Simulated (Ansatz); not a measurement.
Input for Ansatz (a quantum-chemistry and plane-wave program): R-PBE/def2-TZVPPD on H8Si2 (a complex), monomers drawn apart or pushed together. Files ending in .json are basis or fitting sets from the Basis Set Exchange.

Ansatz 0.2 input:
```yaml
crystal:
  periodic: [false, false, false]
  atoms:
    - {symbol: H, position_ang: [0.55671444, -0.76272745, 0.05311899]}
    - {symbol: H, position_ang: [-0.09818437, -0.57640907, -0.24714688]}
    - {symbol: Si, position_ang: [1.04542116, -0.21740863, 3.34000889]}
    - {symbol: Si, position_ang: [-1.10289949, 0.38403722, 2.61983418]}
    - {symbol: H, position_ang: [1.84360846, -0.75745380, 2.21284800]}
    - {symbol: H, position_ang: [0.95947675, -1.25455427, 4.39698511]}
    - {symbol: H, position_ang: [1.74989969, 0.96481916, 3.89347664]}
    - {symbol: H, position_ang: [-1.02445570, 1.42860408, 1.57044323]}
    - {symbol: H, position_ang: [-1.88736458, 0.91682308, 3.76078572]}
    - {symbol: H, position_ang: [-1.81274684, -0.79426375, 2.06636219]}
basis:
  gaussian:
    orbitals: def2-TZVPPD.json
hamiltonian:
  xc: {name: PBE}
scf: {lower_state_search: off}
```

The log:

```
WARN ansatz: RAYON_NUM_THREADS=1 ignored (pool sized by the plan → 1); use --threads N
Functional definition: PBE
these checks for a lower state are left out or cut short: stability, starts, cluster_reference, orbital_swaps, neighbouring_geometries, increment
integrals: 0.14 GiB planned
1082 factors; their error is unknown
mean field: 1.00 GiB planned
mean field evaluation 1: about -15874.6268 eV, gradient 2.0e1 eV
mean field evaluation 2: about -15875.8445 eV, gradient 1.0e1 eV
mean field evaluation 4: about -15876.2362 eV, gradient 5.5e-1 eV
mean field evaluation 8: about -15876.2045 eV, gradient 1.0e-2 eV
mean field -15876.20450239 eV, -583.4397541850 hartree, gradient 3.7e-6 eV, S^2 0.000000; 0 other end points of the search recorded, 0 dependent functions left out
reference -15876.20455269 eV, -583.4397560332 hartree; 18, 18 occupied and 214, 214 virtual orbitals, 1082 factors
Total energy: -15876.20455269 eV, -583.4397560332 hartree
Checks for a lower state left out: stability, starts, cluster_reference, orbital_swaps, neighbouring_geometries, increment
```

The run converged.

Cost: about 1.9 core-seconds (a rough figure).
